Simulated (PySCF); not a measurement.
Stepwise substitution at one centre (B NH2-SH). Gas-phase values, no solvent. One relaxed conformer stands for each flexible species; it need not be the lowest. Strings in code marks are SMILES.

The four lowest singlet excitations (Tamm–Dancoff). Method: PBE0-D4/def2-TZVP in PySCF 2.14.0. Excitations are Tamm–Dancoff values on a coarser integration grid. The basis has no diffuse functions, so Rydberg states are missing or too high.

| state | energy (eV) | wavelength (nm) | oscillator strength |
|---|---|---|---|
| S1 | 5.79 | 214 | 0.000 |
| S2 | 6.07 | 204 | 0.001 |
| S3 | 6.75 | 184 | 0.000 |
| S4 | 6.83 | 182 | 0.179 |

### Question
Name which member gives these states.
A. `NB(N)N`
B. `SB(S)S`
C. `NB(S)S` (S–B–S–H torsion -180°, S–B–S–H torsion 0°)

### Answer
C, `NB(S)S` (S–B–S–H torsion -180°, S–B–S–H torsion 0°)
